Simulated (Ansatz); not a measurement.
Job for Ansatz (a program for electronic structure): U-r2SCAN/cc-pVTZ on CH3Br (SMILES CBr), a point of a bond scan (R = 1.957 Å).

Ansatz 0.2 input:
```yaml
crystal:
  periodic: [false, false, false]
  atoms:
    - {symbol: C, position_ang: [-1.53381561, -0.04091863, -0.02869190]}
    - {symbol: Br, position_ang: [0.42257167, 0.01127323, 0.00790472]}
    - {symbol: H, position_ang: [-1.83024719, -0.68040431, -0.85265241]}
    - {symbol: H, position_ang: [-1.88710585, 0.97406916, -0.17260283]}
    - {symbol: H, position_ang: [-1.86976166, -0.44271605, 0.92074143]}
basis:
  gaussian:
    orbitals: cc-pVTZ
hamiltonian:
  xc: {name: r2SCAN}
magnetization: {spin_polarized: true, initial_magnetization: 0}
```

Output:

```
WARN ansatz: RAYON_NUM_THREADS=2 ignored (pool sized by the plan → 2); use --threads N
Functional definition: r2SCAN
integrals: 0.03 GiB planned
718 factors; their error is unknown
mean field: 0.41 GiB planned
mean field evaluation 1: about -71127.7898 eV, gradient 3.3e1 eV
mean field evaluation 2: about -71121.2475 eV, gradient 4.5e1 eV
mean field evaluation 4: about -71132.8509 eV, gradient 1.6e0 eV
mean field evaluation 8: about -71132.8609 eV, gradient 6.6e-2 eV
mean field evaluation 16: about -71132.8503 eV, gradient 5.2e-5 eV
mean field -71132.85029767 eV, -2614.0840328616 hartree, gradient 5.2e-5 eV, S^2 0.000000; 0 other end points of the search recorded, 0 dependent functions left out
reference -71132.85030684 eV, -2614.0840331988 hartree; 22, 22 occupied and 93, 93 virtual orbitals, 718 factors
Total energy: -71132.85030684 eV, -2614.0840331988 hartree
```

The calculation finished and met its thresholds.

Cost: around 4 core-seconds (rough).
